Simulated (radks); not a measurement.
These are the eigenvalues of the occupied orbitals of an atom or ion with whole-number occupations (hartree). All-electron calculation, scalar-relativistic Kohn-Sham, LDA (Slater exchange, Perdew-Wang correlation), spin-polarised, spherical densities, point nucleus. Program: a radial shooting solver on a logarithmic mesh with Libxc functionals.

1s up: -278.5588
1s down: -278.5585
2s up: -33.07308
2s down: -33.03588
2p up: -28.38127
2p down: -28.35260
3s up: -3.89733
3s down: -3.82355
3p up: -2.56629
3p down: -2.49445
3d up: -0.48916
3d down: -0.42709

Which element is it, and in what charge state? The configuration may be excited. Open shells, if any, are filled with parallel spins first.

Answer. Z = 27, cobalt, charge +1: Co+ in [Ar] 3d8. The list shows which subshells hold electrons but not how many an open one holds; the 1s level, -278.56 hartree, gives Z - s = 23.6 by -(Z - s)^2/2, which with screening and relativity narrows Z to a few neighbours, and the depths of the outer levels then fix element, charge and occupations together.
